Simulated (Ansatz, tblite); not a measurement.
Cost and result up the ladder for 1-ethyl-3-methylimidazolium mesylate, `CCn1cc[n+](C)c1.CS(=O)(=O)[O-]` (27 atoms). Charge 0, multiplicity 1. Geometry: PBE-D4/def2-SVP.

```xyz
27

C    -2.419   -2.193    0.595
C    -2.018   -1.029   -0.303
N    -1.449    0.100    0.450
C    -1.970    1.374    0.560
C    -1.014    2.151    1.172
N     0.070    1.331    1.428
C     1.395    1.739    1.890
C    -0.207    0.099    0.964
H    -2.850   -3.003   -0.024
H    -3.172   -1.898    1.355
H    -1.535   -2.614    1.116
H    -1.219   -1.330   -1.020
H    -2.885   -0.626   -0.862
H    -2.965    1.628    0.185
H    -1.014    3.212    1.436
H     2.135    1.220    1.237
H     1.541    1.455    2.951
H     1.484    2.835    1.784
H     0.506   -0.735    0.922
C     2.768   -0.552   -2.708
S     1.653   -0.372   -1.294
O     2.556   -0.300   -0.079
O     0.868    0.888   -1.532
O     0.803   -1.624   -1.293
H     3.364   -1.472   -2.564
H     2.153   -0.622   -3.624
H     3.424    0.338   -2.745
```

Ansatz on 4 threads of Arm Neoverse V1 on a shared host; xTB runs through tblite on one thread. Times are rough, summed over both states, and most runs start from the orbitals of an earlier one. PBE0-D4/def2-SVP serves as the yardstick here, not as an exact answer. The other state is a triplet.

The xTB rows come from tblite. HOMO above LUMO, or a gap near zero within one spin, warns that the state may not be the lowest or that an electron is smeared out.

xTB has no spin-polarisation term.

```json
{"level": "PBE-D4/def2-SVP", "functions": "256", "vertical triplet (eV)": "4.18", "difference from PBE0-D4/def2-SVP (eV)": "-0.37", "remarks": "gap within one spin near zero (triplet)"}
{"level": "PBE0-D4/def2-SVP", "functions": "256", "vertical triplet (eV)": "4.55", "difference from PBE0-D4/def2-SVP (eV)": "0.00", "remarks": "–"}
{"level": "GFN2-xTB", "functions": "71", "vertical triplet (eV)": "4.48", "difference from PBE0-D4/def2-SVP (eV)": "-0.07", "remarks": "–"}
{"level": "GFN1-xTB", "functions": "85", "vertical triplet (eV)": "4.65", "difference from PBE0-D4/def2-SVP (eV)": "0.10", "remarks": "–"}
```

Q: Estimate how long each takes.

A: GFN2-xTB 0.044 s; GFN1-xTB 0.065 s; PBE-D4/def2-SVP 19 s; PBE0-D4/def2-SVP 41 s. On shared hardware such times vary by a factor of up to 3.
